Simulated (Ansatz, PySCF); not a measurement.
Process, species as SMILES: COC(C)=O -> C[C]=O + C[O] (the C-O bond at the site shown breaks; other sites are not compared here)
Each molecule is optimised on its own at B3LYP-D3(BJ)/def2-TZVP (Ansatz, a program for electronic structure), one conformer each, not searched for the lowest.
Geometry of the first species:
```xyz
11

C     -1.8543     0.1696     0.1592
C     -0.4282    -0.1404    -0.2035
O     -0.0723    -0.8339    -1.1211
O      0.4291     0.4670     0.6430
C      1.8231     0.2390     0.3870
H     -2.5223    -0.3365    -0.5316
H     -2.0217     1.2467     0.1188
H     -2.0572    -0.1540     1.1808
H      2.0924     0.5983    -0.6055
H      2.3561     0.7951     1.1531
H      2.0542    -0.8236     0.4535
```
Charge 0, spin multiplicity 1.

Property: bond dissociation energy (0 K, with B3LYP-D3(BJ) harmonic zero-point energies from PySCF), in eV. Cores are frozen in the correlated levels unless marked. UHF or UKS for open shells. Spin-orbit coupling is left out. Non-relativistic. CBS marks a two-point X^-3 extrapolation of the correlation energy; Hartree-Fock from the larger set. The bracket is a focal-point correction in the basis named.

Level to compare with: RI-MP2/CBS(cc-pVTZ,cc-pVQZ)+[CCSD(T)-MP2]/cc-pVTZ (Ansatz), 4.35 eV. It is a level with limits of its own, and the differences hold the functionals' basis error too.

Q: Rank these functionals by how close they come to RI-MP2/CBS(cc-pVTZ,cc-pVQZ)+[CCSD(T)-MP2]/cc-pVTZ, closest first: r2SCAN0/def2-TZVPD (Ansatz); PBE/def2-TZVPD (Ansatz); revPBE/def2-TZVPD (Ansatz).

A: PBE/def2-TZVPD (GGA, 4.03 eV, difference -0.32), r2SCAN0/def2-TZVPD (hybrid meta-GGA, 3.96 eV, difference -0.39), revPBE/def2-TZVPD (GGA, 3.72 eV, difference -0.63)
